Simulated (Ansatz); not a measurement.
## triplet Si: levels of theory in one basis

A single Si atom.

Basis set: def2-SVP (spherical functions). Left uncorrelated: 5 orbitals. Correlation on ROHF uses semicanonical orbitals with singles. Charge 0, multiplicity 3.

Computed with Ansatz (development build ahead of 0.2.0); each method stands on the lowest determinant of its kind that the runs found.

| method | E − E(ROHF) (eV) | <S²> of the determinant |
| --- | --- | --- |
| ROHF | 0.00 | 2.00 |
| UHF | -0.09 | 2.01 |
| ROHF-MP2 | -1.26 | – |
| UHF-MP2 | -1.27 | 2.01 |
| ROHF-CCSD | -1.76 | – |
| UHF-CCSD | -1.76 | 2.01 |
| ROHF-CCSD(T) | -1.79 | – |
| UHF-CCSD(T) | -1.79 | 2.01 |
| UHF-CCSDT | -1.80 | 2.01 |
| UHF-CCSDT(Q) | -1.80 | 2.01 |
| full CI (lowest root of this spin) | -1.80 | – |

Question: Is a single determinant a sound starting point here?

Answer: By this sign, yes. Unrestricted orbitals gain 0.09 eV and <S²> is 2.01 against 2.00 for a pure state.
